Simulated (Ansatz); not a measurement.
Sn(F)3(vinyl) (C2H3F3Sn), SMILES C=[CH][Sn]([F])([F])[F].

Coordinates come from a r2SCAN-D4/def2-SVP optimisation. The structure was generated by enumeration; whether it is a known compound was not checked. The def2 effective core potentials stand for the cores of Sn; spin–orbit coupling is left out. The values are those of a single conformer.

Two levels are set side by side: PBE/def2-SVPD (Ansatz, a quantum-chemistry and plane-wave program) and PBE0/def2-SVPD (Ansatz). Energy differences of separate SCF runs at the same geometry; the states with an electron removed or added have multiplicity 2 and 2. Differences are taken from unrounded values.

```csv
quantity,PBE0
vertical ionisation energy (eV),11.76
vertical electron affinity (eV),0.41
vertical singlet–triplet gap (eV),4.21
```

**Question.** What does PBE give, and how far is it from PBE0? (The exact figures need the calculation; the answer reports its results.)

**Answer.** 
```csv
quantity,PBE,PBE minus PBE0
vertical ionisation energy (eV),11.48,-0.29
vertical electron affinity (eV),0.55,0.14
vertical singlet–triplet gap (eV),4.40,0.19
```
